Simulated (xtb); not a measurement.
BrCl, charge +1, doublet, at the geometry of the source list (a state made from the parent by changing its charge; the spin is typed, not shown lowest); GFN1-xTB (xtb).

Here is a job for xtb.
```
$ xtb mol.xyz --gfn 1 --chrg 1 --uhf 1 --json

# file mol.xyz
2

Cl     1.06790000     0.00000000     0.00000000
Br    -1.06790000     0.00000000     0.00000000
```

Question: Write the output that xtb gives for this input, abridged.

Answer: 
```
   ID    Z sym.   atoms
    1   17 Cl     1
    2   35 Br     2

           -------------------------------------------------
          |                Calculation Setup                |
           -------------------------------------------------

           -------------------------------------------------
          |                 G F N 1 - x T B                 |
           -------------------------------------------------

          ...................................................
          :                      SETUP                      :
          :.................................................:
          :  # basis functions                  20          :
          :  # atomic orbitals                  18          :
          :  # shells                            6          :
          :  # electrons                        13          :
          :  # halogen bonds                     0          :
          :  max. iterations                   250          :
          :  Hamiltonian                  GFN1-xTB          :
          :  restarted?                      false          :
          :  GBSA solvation                  false          :
          :  PC potential                    false          :
          :  electronic temp.          300.0000000     K    :
          :  accuracy                    1.0000000          :
          :  -> integral cutoff          0.2500000E+02      :
          :  -> integral neglect         0.1000000E-07      :
          :  -> SCF convergence          0.1000000E-05 Eh   :
          :  -> wf. convergence          0.2000000E-04 e    :
          :  Broyden damping             0.4000000          :
          :  net charge                          1          :
          :  unpaired electrons                  1          :
          ...................................................

 iter      E             dE          RMSdq      gap      omega  full diag
   1     -4.9528562 -0.495286E+01  0.232E+01    1.05       0.0  T
   2     -3.4956304  0.145723E+01  0.415E+01    0.30       1.0  T
   3     -7.3519678 -0.385634E+01  0.732E+00    2.52       1.0  T
   4     -7.4826736 -0.130706E+00  0.436E+00    2.82       1.0  T
   5     -7.5292241 -0.465506E-01  0.253E+00    2.96       1.0  T
   6     -7.5115831  0.176410E-01  0.440E+00    2.83       1.0  T
   7     -7.5296964 -0.181132E-01  0.674E-01    2.95       1.0  T
   8     -7.5309677 -0.127140E-02  0.322E-01    2.95       1.0  T
   9     -7.5309888 -0.210124E-04  0.182E-02    2.95       3.9  T
  10     -7.5309891 -0.322006E-06  0.194E-02    2.95       3.6  T
  11     -7.5309891 -0.518875E-07  0.275E-03    2.95      25.7  T
  12     -7.5309891 -0.116247E-08  0.271E-04    2.95     261.2  T
  13     -7.5309891 -0.143823E-10  0.119E-04    2.95     595.6  T
  14     -7.5309891 -0.799716E-11  0.840E-07    2.95   84204.4  T

   *** convergence criteria satisfied after 14 iterations ***

         :::::::::::::::::::::::::::::::::::::::::::::::::::::
         ::                     SUMMARY                     ::
         :::::::::::::::::::::::::::::::::::::::::::::::::::::
         :: total energy              -7.526519975014 Eh    ::
         :: gradient norm              0.043162848913 Eh/a0 ::
         :: HOMO-LUMO gap              2.947871343254 eV    ::
         ::.................................................::
         :: SCC energy                -7.530989135719 Eh    ::
         :: -> electrostatic           0.153368302486 Eh    ::
         :: repulsion energy           0.004861080107 Eh    ::
         :: dispersion energy         -0.000391919401 Eh    ::
         :: halogen bond corr.         0.000000000000 Eh    ::
         :: add. restraining           0.000000000000 Eh    ::
         :: total charge               1.000000000000 e     ::
         :::::::::::::::::::::::::::::::::::::::::::::::::::::

           -------------------------------------------------
          |                Property Printout                |
           -------------------------------------------------

    * Orbital Energies and Occupations

         #    Occupation            Energy/Eh            Energy/eV
      -------------------------------------------------------------
         1        2.0000           -1.2832356             -34.9186
         2        2.0000           -1.0818984             -29.4400
         3        2.0000           -0.8595194             -23.3887
         4        2.0000           -0.8241035             -22.4250
         5        2.0000           -0.8241035             -22.4250
         6        1.5000           -0.7586726             -20.6445
         7        1.5000           -0.7586726             -20.6445 (HOMO)
         8                         -0.6503403             -17.6967 (LUMO)
         9                         -0.4589243             -12.4880
        10                         -0.4589243             -12.4880
        11                         -0.4468655             -12.1598
        12                         -0.4468655             -12.1598
        13                         -0.4163933             -11.3306
        14                         -0.4163933             -11.3306
        15                         -0.4034823             -10.9793
        16                         -0.3550229              -9.6607
        17                         -0.3550229              -9.6607
        18                         -0.0969061              -2.6369
      -------------------------------------------------------------
                  HL-Gap            0.1083323 Eh            2.9479 eV
             Fermi-level           -0.7315895 Eh          -19.9076 eV

  Mulliken/CM5 charges         n(s)   n(p)   n(d)
     1Cl    0.70134  0.68708   1.976  4.299  0.024
     2Br    0.29866  0.31292   1.971  4.616  0.114

Wiberg/Mayer (AO) data.
largest (>0.10) Wiberg bond orders for each atom

 ---------------------------------------------------------------------------
     #   Z sym  total        # sym  WBO       # sym  WBO       # sym  WBO
 ---------------------------------------------------------------------------
     1  17 Cl   1.484 --     2 Br   1.484
     2  35 Br   1.484 --     1 Cl   1.484
 ---------------------------------------------------------------------------

Topologies differ in total number of bonds
Writing topology from bond orders to xtbtopo.mol

 dipole moment from electron density (au)
     X       Y       Z
   0.8376  -0.0000   0.0000  total (Debye):    2.129

           -------------------------------------------------
          | TOTAL ENERGY               -7.526519975014 Eh   |
          | GRADIENT NORM               0.043162848913 Eh/α |
          | HOMO-LUMO GAP               2.947871343254 eV   |
           -------------------------------------------------

normal termination of xtb
```
